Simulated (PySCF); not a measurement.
ethylene (C₂H₄), singlet, at a GFN2-xTB geometry. Base run: HF/def2-SVP (PySCF).

PySCF was given this input:
```python
from pyscf import gto, scf

mol = gto.M(
    atom='''
C    -0.013287   -0.006567    0.658005
C     0.013287    0.006567   -0.658005
H    -0.020896    0.901691    1.238223
H    -0.028738   -0.926221    1.219823
H     0.028738    0.926221   -1.219823
H     0.020896   -0.901691   -1.238223
''',
    basis='def2-svp',
    charge=0,
    spin=0,
    verbose=4,
)

mf = scf.RHF(mol)
mf.kernel()
```

Each row names what was changed in the base input (with any setting that the change needs).

```tsv
change	E (Eh)	HOMO (eV)	HOMO-LUMO gap (eV)
base	-77.97785	-10.36	14.96
functional = m06	-78.45437	-7.86	8.32
functional = pbe; dispersion = d3bj	___	___	6.02
functional = bp86	-78.52186	-6.74	6.02
functional = x3lyp	___	___	___
functional = hse06	-78.43105	-7.45	7.52
functional = pbe0	-78.42449	-7.86	8.32
functional = r2scan	-78.46968	-6.92	6.49
functional = revpbe	-78.50314	-6.61	6.04
functional = tpssh	___	___	___
functional = mn12l	___	___	___
functional = pw6b95	-78.62516	-7.93	8.50
functional = mn15	-78.40404	-8.55	9.75
```

What belongs in the gaps?


- functional = pbe; dispersion = d3bj, E (Eh): -78.41159
- functional = pbe; dispersion = d3bj, HOMO (eV): -6.66
- functional = x3lyp, E (Eh): -78.48518
- functional = x3lyp, HOMO (eV): -7.61
- functional = x3lyp, HOMO-LUMO gap (eV): 7.98
- functional = tpssh, E (Eh): -78.53679
- functional = tpssh, HOMO (eV): -7.14
- functional = tpssh, HOMO-LUMO gap (eV): 7.15
- functional = mn12l, E (Eh): -78.42373
- functional = mn12l, HOMO (eV): -6.97
- functional = mn12l, HOMO-LUMO gap (eV): 6.80

Totals shift with the method and basis; they matter in differences.
